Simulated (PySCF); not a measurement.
**Dipole moment and polarisability of `O=CO[C@@H]1C=C(F)C1`**

Species: C5H5FO2.
Cartesian coordinates in Å at the GFN2-xTB level; atoms count from 1:
```
atom  x, y, z in Å
O1     2.486    1.268   -0.799
C2     2.374    0.149   -0.397
O3     1.266   -0.444    0.018
C4     0.059    0.310    0.002
C5    -0.763    0.213    1.268
C6    -1.768   -0.366    0.623
F7    -2.984   -0.766    0.977
C8    -1.119   -0.403   -0.726
H9     3.204   -0.571   -0.313
H10    0.275    1.323   -0.348
H11   -0.566    0.512    2.278
H12   -0.866   -1.396   -1.089
H13   -1.604    0.170   -1.513
```

Level: CAM-B3LYP/def2-SVPD (PySCF), static field, nuclei fixed, core orbitals frozen in the response. The polarisability tensor in these axes (au):

```
x   77.64  7.95 -3.19
y    7.95 55.65 -0.06
z   -3.19 -0.06 57.80
```

Give the principal values, the mean and the anisotropy Δα = √{½[(α1 − α2)² + (α2 − α3)² + (α1 − α3)²]}.

Principal values 52.90, 57.58 and 80.62 au; mean 63.70 au = 9.44 Å³ = 10.50 × 10⁻⁴⁰ C²·m²/J; Δα = 25.71 au (40 % of the mean).

What is the dipole moment, and where does it point?

(-0.30, -1.03, 0.12) D, 1.08 D in size, pointing from the negative to the positive side. Measured along this direction, the outermost atoms are O1 at the negative end and F7 at the positive end.

What molar refraction does this α imply?

Lorentz–Lorenz: R = (4π/3)N_A α = 2.5225 cm³/(mol·Å³) × 9.44 Å³ = 23.8 cm³/mol, in the limit of long wavelengths.

What would n − 1 = 2πNα be for an ideal gas of these molecules at 500 K and 1 atm, electronic part alone?

N = p/kT = 1.4678 × 10¹⁹ cm⁻³, so n − 1 = 2π × N × 9.44 × 10⁻²⁴ cm³ = 871 × 10⁻⁶ at long wavelengths.

What depolarisation ratio follows for Rayleigh scattering of linearly polarised light, taking the static tensor?

ρ = 3Δα²/(45ᾱ² + 4Δα²) = 1982.6/(182586 + 2643.5) = 0.0107.

How large is μ²/3kT at 500 K beside α?

In Gaussian units μ²/3kT = 5.67 Å³ against 9.44 Å³, a ratio of 0.60; the Debye molar polarisation (4π/3)N_A(α + μ²/3kT) is 38.1 cm³/mol, leaving out the vibrational part.

Geometry: GFN2-xTB, one conformer, isolated molecule.
